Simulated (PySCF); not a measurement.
Mg(F)(OSiH3) (FH3MgOSi), SMILES [F][Mg][O][SiH3]. Atoms are numbered in the order given.

```xyz
7

Mg     0.0000     0.0000     1.2681
F      0.0000     0.0000     3.0256
O      0.0000     0.0000    -0.5188
Si     0.0000     0.0000    -2.1572
H     -1.2105     0.6989    -2.6987
H      0.0000    -1.3978    -2.6987
H      1.2105     0.6989    -2.6987
```

The structure is a stationary point at PBE0-D3(BJ)/def2-SVP. One conformer was computed; it need not be the lowest.

Computed with IEF-PCM-B3LYP/def2-SVP (PySCF).

The values are the electrostatic part of the solvation free energy, E(continuum) − E(gas) at the gas-phase geometry, in a cavity of scaled van der Waals radii (PySCF's table); cavitation and dispersion terms are not included. A continuum can't describe solvent molecules that bind to the metal. In vacuum the orbital gap is 6.01 eV. The dipole moment in vacuum is 0.33 D.

```tsv
solvent	ε	ΔG(elec) (kcal/mol)	dipole (D)	gap (eV)
water	78.36	-15.0	0.02	6.67
ethanol	24.85	-14.4	0.03	6.64
tetrahydrofuran	7.43	-12.4	0.07	6.56
```
